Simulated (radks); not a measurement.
Question: Spherical quantum dot in the effective-mass picture: electrons in a parabolic well V = omega^2 r^2 / 2 with omega = 0.597, with a point charge +2 (a donor) at the centre, all in effective atomic units (hartree* = m*/eps^2 hartree, bohr* = eps/m* bohr), one dielectric constant everywhere. Method: non-relativistic Kohn-Sham, LDA (Slater exchange, Perdew-Wang correlation), spin-polarised, spherical densities; computed with a radial shooting solver with Libxc functionals. Levels are named by radial order and angular momentum (1s, 1p, 1d, 2s, ...), and open shells are averaged over m. Results are scaled to m* = 0.342 and eps = 6.6, for which hartree* = 213.6 meV and bohr* = 1.021 nm. At N = 27 the configuration is 1s2 1p6 1d10 2s2 1f(up 7, down 0). Does electron 28 go into 1f down or 2p up or 2p down?

Answer: Into 2p up. The total energies of the other choices lie higher by 4.28 meV (1f down), 6.55 meV (2p down).
